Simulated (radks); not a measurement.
Problem. All-electron atom: the silver ion Ag+ in [Kr] 4d8.5 5s0.5 5p1 (fractional occupations, a model configuration). Calculated with a radial shooting solver on a logarithmic mesh with Libxc functionals: scalar-relativistic Kohn-Sham, PBE, spin-unpolarised, spherical densities, finite nucleus; Fermi nuclear charge, rms radius 4.5454 fm. Some entries of the table are withheld. Estimate them.

orbital  occ.  eigenvalue (hartree)  <r^2> (bohr^2)  r(max) (bohr)
1s          2             -931.4546             (1)        0.02016
2s          2             -137.6856         0.02146         0.1140
2p          6             -123.5672         0.01691        0.09114
3s          2             -25.75507          0.1553         0.3326
3p          6             -21.11744          0.1569         0.3258
3d         10             -13.80464          0.1424         0.2738
4s          2              -4.10499          0.9336         0.8215
4p          6              -2.75523           1.126         0.8746
4d        8.5              -0.82998           2.031          1.019
5s        0.5              -0.53016           7.802          2.243
5p          1              -0.31330           12.75            (2)

Solution. 
(1) 1s <r^2> (bohr^2): 0.001308
(2) 5p r(max) (bohr): 2.795
